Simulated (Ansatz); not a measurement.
[WO3(OH)]- (WO4H⁻), relaxed as a singlet with RKS r2SCAN-D4/def2-SVPD in Ansatz, starting from the GFN2-xTB geometry. Force threshold 0.02 eV/Å.

In the def2 sets W takes a core potential; there is no spin–orbit coupling.

Start:

```csv
atom,x (Å),y (Å),z (Å)
W1,-0.0864,-0.4982,-0.1488
O2,0.7574,-1.5000,-1.2603
O3,-0.0516,-1.0691,1.4738
O4,-1.6915,-0.1107,-0.6326
O5,0.8083,1.3277,-0.0228
H6,0.2638,1.8502,0.5907
```

Q: Estimate the energy that the relaxation releases and the steps that it takes.

A: 31.6 kJ/mol, in 7 steps; 14 s on 4 threads of Arm Neoverse V1 on a shared host. No frequencies were taken in this run, so the end may be a saddle point.

Q: Does the start keep its bonding and symmetry?

A: By distances, no bond broke or formed. The bond that changes most is W1–O5, from 2.04 to 1.96 Å (atoms count from 1).

Q: Predict the relaxed structure.

A: 
Cartesian coordinates in Å:
```
W -0.0984 -0.4337 -0.1126
O 0.7834 -1.4425 -1.2542
O -0.1054 -1.1816 1.4824
O -1.7645 -0.2218 -0.6443
O 0.7928 1.3094 -0.0232
H 0.3922 1.9701 0.5518
```
Bond lengths: 4 × O–W 1.76 to 1.96 Å; 1 × H–O 0.96 Å.
